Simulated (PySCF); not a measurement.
Ga(All)(OH)2, SMILES C=C[CH2][Ga]([OH])[OH] (C3H7GaO2) at its PBE0/def2-SVP optimised geometry (Å):

```
13

Ga    -0.0917     0.0570     0.0000
C     -1.2968    -1.4989    -0.0458
C     -1.8161    -1.6860    -1.4321
C     -1.4481    -2.6466    -2.2865
H     -2.1125    -1.2744     0.6603
H     -0.7602    -2.3906     0.3126
H     -2.5495    -0.9423    -1.7704
H     -0.7227    -3.4183    -2.0073
H     -1.8652    -2.6982    -3.2951
O     -0.7753     1.7017     0.0000
H     -0.1026     2.3906    -0.0181
O      1.6966     0.0570     0.0000
H      2.1125    -0.8099    -0.0217
```

Level of theory: PBE0/def2-TZVP in PySCF.

Map of the log10 of the electron density (e/bohr³), floored at −4 on the plane z = 1.2 Å:

```
|000000000000000000000000000|
|000000000000000000000000000|
|000000000000000000000000000|
|000000000011110000000000000|
|000000001233332100000000000|
|000000023455543200000000000|
|000000134666654310000000000|
|000000245778765321000000000|
|000000246788875432221000000|
|000000245788876544443200000|
|000000135678776555654320000|
|000000134567777667776420000|
|000001234567777778876531000|
|000012345667887788886531000|
|000134566677777778876531000|
|000246788777777667765420000|
|000357899887766555554310000|
|000357999887765444443200000|
|000246899887654322221000000|
|000235677887754211000000000|
|000024566777653200000000000|
|000012345666643100000000000|
|000000123455432000000000000|
|000000012333320000000000000|
|000000000111100000000000000|
|000000000000000000000000000|
|000000000000000000000000000|
```
Scale: ten equal steps from -4.00 (start of '0') to -1.39 (end of '9'), in the order '0123456789'; x runs from -4.50 to 4.50, y from -4.50 (bottom) to 4.50 (top).
